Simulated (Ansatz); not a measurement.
One change: `B/C=C(\C)O` becomes `C/C(O)=C\C=S`.

Ansatz, PBE0-D4/def2-TZVP geometries, multiplicity 1. Each molecule was computed in one conformer, which needn't be the lowest.

```csv
property,`B/C=C(\C)O`
size of the dipole moment (PBE/def2-TZVPP) / D,3.88
HOMO energy (PBE/def2-TZVPP) / eV,-6.15
size of the dipole moment (ωB97M-V/def2-TZVPP) / D,3.72
HOMO–LUMO gap (B3LYP/def2-TZVPP) / eV,5.38
HOMO–LUMO gap (PBE0/def2-TZVPP) / eV,5.80
LUMO energy (ωB97M-V/def2-TZVPP) / eV,0.56
```

Give the same properties after the change, and the shifts. (Best estimate.)

Ansatz gave: 
```tsv
property	`C/C(O)=C\C=S`	shift
size of the dipole moment (PBE/def2-TZVPP) / D	6.20	2.32
HOMO energy (PBE/def2-TZVPP) / eV	-4.69	1.46
size of the dipole moment (ωB97M-V/def2-TZVPP) / D	6.11	2.39
HOMO–LUMO gap (B3LYP/def2-TZVPP) / eV	3.48	-1.90
HOMO–LUMO gap (PBE0/def2-TZVPP) / eV	3.89	-1.91
LUMO energy (ωB97M-V/def2-TZVPP) / eV	-0.06	-0.62
```

With PBE0 the HOMO rises by 1.24 eV and the LUMO falls by 0.66 eV, so the gap narrows by about 1.90 eV. PBE moves the HOMO by 1.46 eV and ωB97M-V by 1.14 eV. Dipoles are sizes alone; their direction can turn.

B3LYP here is the variant with VWN-RPA as its local correlation; programs differ in this.
